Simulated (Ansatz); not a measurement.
Process, species as SMILES: NB(N)Cl → N[B]N + Cl atom (the B-Cl bond at the site shown breaks; other sites are not compared here)
Each molecule is optimised on its own at B3LYP-D3(BJ)/def2-TZVP (Ansatz, a program for electronic structure), one conformer each, not searched for the lowest. Frequencies are from Ansatz.

Property: bond dissociation energy (0 K, with B3LYP-D3(BJ) harmonic zero-point energies), in kJ/mol. Cores are frozen in the correlated levels unless marked. Open shells are spin-unrestricted. No spin-orbit coupling. No relativistic terms. CBS(X,Y): correlation extrapolated as X^-3; Hartree-Fock from the larger set.

CCSD(T)/CBS(cc-pV(T+d)Z,cc-pV(Q+d)Z) (Ansatz) gives 520.4 kJ/mol.

### Question
Another calculation gave 498.7 kJ/mol. Which level was it?
A. LC-wPBE/def2-TZVPD (Ansatz)
B. B97M-V/def2-TZVPD (Ansatz)
C. SVWN5/def2-TZVPD (Ansatz)
D. BLYP/def2-TZVPD (Ansatz)

### Answer
A, LC-wPBE/def2-TZVPD (Ansatz). The others give 479.2 (BLYP), 524.3 (B97M-V), 576.3 (SVWN5) kJ/mol.
